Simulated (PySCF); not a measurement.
Species: C₅H₁₀N₂.
SMILES: `C#C[C@H](N)CCN`

A PySCF run (density fitting, gas phase, GFN2-xTB geometry) gave HOMO -6.65 eV, LUMO 0.39 eV, dipole 0.95 D.

**Question.** Which of these levels was it?
A. CAM-B3LYP/ANO-RCC-VDZP
B. PBE0/6-31G*
C. PBE0/pcSseg-1
D. PBE0/6-31G
E. PBE0/ANO-RCC-VDZP

**Answer.** E. It is PBE0/ANO-RCC-VDZP. All candidates on this geometry:

| level and settings | kind | basis functions | SCF cycles | E (Eh) | HOMO (eV) | LUMO (eV) | dipole (D) |
| --- | --- | --- | --- | --- | --- | --- | --- |
| PBE0/ANO-RCC-VDZP, energy threshold 1e-07 Eh | global hybrid | 148 | 9 | -305.6979 | -6.65 | 0.39 | 0.95 |
| PBE0/pcSseg-1 | global hybrid | 169 | 14 | -305.5701 | -6.71 | 1.21 | 1.05 |
| PBE0/6-31G | global hybrid | 83 | 14 | -305.5085 | -6.21 | 1.78 | 1.17 |
| PBE0/6-31G* | global hybrid | 118 | 14 | -305.5891 | -6.41 | 1.82 | 0.99 |
| CAM-B3LYP/ANO-RCC-VDZP | range-separated hybrid | 148 | 14 | -305.9002 | -8.03 | 1.03 | 0.93 |

The nearest other candidate, by the summed differences of HOMO and LUMO, is PBE0/pcSseg-1: its HOMO differs by -0.06 eV and its LUMO by +0.82 eV. Cycle counts include a coarse-grid stage where the run had one. All basis functions are spherical, in the Pople sets too. ANO-RCC sets were contracted for a scalar-relativistic Hamiltonian, but ran non-relativistically here.

The values belong to the conformer `[CH:1]#[C:2][C@H:3]([NH2:4])[CH2:5][CH2:6][NH2:7]`: C2–C3–C5–C6 -166°, C3–C5–C6–N7 67°, H–N4–C3–C2 62°, H–N4–C3–C2 -57°, H–N7–C6–C5 65°, H–N7–C6–C5 -175°.
